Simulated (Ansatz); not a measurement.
Computed with Ansatz on PBE0-D4/def2-TZVP structures; ΔE is electronic, products minus reactants. CCSD(T)/CBS is the MP2 limit (def2-TZVPP, def2-QZVPP) plus CCSD(T) − MP2 in def2-TZVPP, frozen cores. This one scheme is used for every species. Functionals use def2-TZVPP. One conformer a species, not always the lowest.

Consider the ligand exchange at the Al–O bond: `C[O][Al]([CH3])[NH2]` + H₂S → `[CH3][Al]([NH2])[SH]` + CH₃OH.

`C[O][Al]([CH3])[NH2]`:

Cartesian coordinates in Å:
```
C 1.516 -1.468 -0.859
O 1.286 -0.423 0.033
Al -0.071 0.503 0.442
C -1.805 0.217 -0.394
N 0.200 1.737 1.674
H 1.872 -2.356 -0.324
H 0.617 -1.755 -1.421
H 2.288 -1.188 -1.586
H -2.165 -0.803 -0.225
H -2.564 0.903 -0.010
H -1.752 0.357 -1.478
H -0.505 2.365 2.023
H 1.082 1.911 2.125
```

H₂S:

Cartesian coordinates in Å:
```
S 0.069 0.612 -0.071
H -0.064 -0.191 0.995
H -0.005 -0.421 -0.924
```

`[CH3][Al]([NH2])[SH]`:

Z-matrix (Å, degrees):
```
C
Al 1 1.943
H 1 1.094 2 110.9
H 1 1.094 2 111.2 3 -118.8
H 1 1.093 2 112.0 3 120.4
N 2 1.767 1 122.2 3 -112.4
S 2 2.196 1 119.2 3 67.3
H 6 1.007 2 123.9 1 -0.3
H 6 1.006 2 126.1 1 179.6
H 7 1.344 2 94.1 1 -179.4
```

CH₃OH:

Z-matrix (Å, degrees):
```
C
O 1 1.409
H 1 1.097 2 112.4
H 1 1.090 2 107.0 3 -118.5
H 1 1.097 2 112.4 3 123.0
H 2 0.959 1 108.5 3 -61.6
```

| level | ΔE (kJ/mol) |
| --- | --- |
| PBE-D4 | 10.0 |
| B97M-V | 17.4 |
| CCSD/def2-SVP | 27.0 |
| MP2/def2-TZVPP | 17.5 |

Problem. What does CCSD(T)/CBS give? (An estimate is asked.)

Solution. Ansatz gave: +15.9 kJ/mol. The listed levels differ from it by -5.9, 1.5, 11.1, 1.6 kJ/mol.

Largest T1 diagnostic among the species: 0.011.

At CCSD(T), def2-SVP lies +10.5 kJ/mol from the extrapolated value and def2-TZVPP +2.9 kJ/mol. Leaving LDA and LC-ωPBE aside and taking each functional with its dispersion term where it has one, the values, not all of them listed here, spread over 16.9 kJ/mol, from HSE06-D4 to CAM-B3LYP-D4. LDA lies +5.3 kJ/mol from PBE without D4.

CCSD(T)/CBS has its own doubt, a few kJ/mol and more with outer-core shells, so smaller differences from it don't rank the levels.
